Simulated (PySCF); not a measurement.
C₂H₅BrF₂OSi, singlet, at a GFN2-xTB geometry, atoms displaced at random by about 0.03 Å a coordinate; PBE0/STO-3G, gradient run with PySCF.

Here is a job for PySCF.
```python
from pyscf import gto, scf, dft

mol = gto.Mole()
mol.atom = '''
    C     2.774636    0.281277   -0.777896
    C     1.767714   -0.292969   -1.642344
    O     0.528379    0.248693   -1.526611
    Si   -0.404755    0.555738   -0.262540
    F     0.014090    1.881569    0.497331
    F    -1.803556    0.958536   -0.910670
    Br   -0.589029   -1.024856    1.145414
    H     2.588422    0.273202    0.334740
    H     3.832970   -0.006407   -1.004748
    H     2.865158    1.437702   -1.015600
    H     2.085237   -0.265395   -2.721722
    H     1.685398   -1.395664   -1.383601
'''
mol.basis = 'sto-3g'
mol.charge = 0
mol.spin = 0
mol.verbose = 3
mol.build()

mf = dft.RKS(mol)
mf.xc = 'pbe0'
mf.grids.level = 5
mf.kernel()
g = mf.nuc_grad_method()
g.grid_response = True
grad = g.kernel()
```

The log (banner, timings and long lists left out):

```
converged SCF energy = -3180.81743187001
--------------- RKS gradients ---------------
         x                y                z
0 C    -0.0901605988    -0.1191737461    -0.0422769644
1 C     0.0026532097     0.0937608811     0.0322032639
2 O     0.0475716157    -0.0339583948     0.0355290732
3 Si     0.0068953034    -0.0132842937     0.0028704358
4 F    -0.0145227209    -0.0248400296    -0.0150353033
5 F     0.0208069076    -0.0000084904     0.0112313371
6 Br     0.0028824642     0.0337156435    -0.0266613095
7 H    -0.0009384230     0.0131068376     0.0231052776
8 H     0.0195726087     0.0134409840    -0.0076634872
9 H     0.0112206792     0.0471381564    -0.0107941939
10 H     0.0012864904    -0.0035105791    -0.0102323940
11 H    -0.0072675361    -0.0063869689     0.0077242646
----------------------------------------------
```
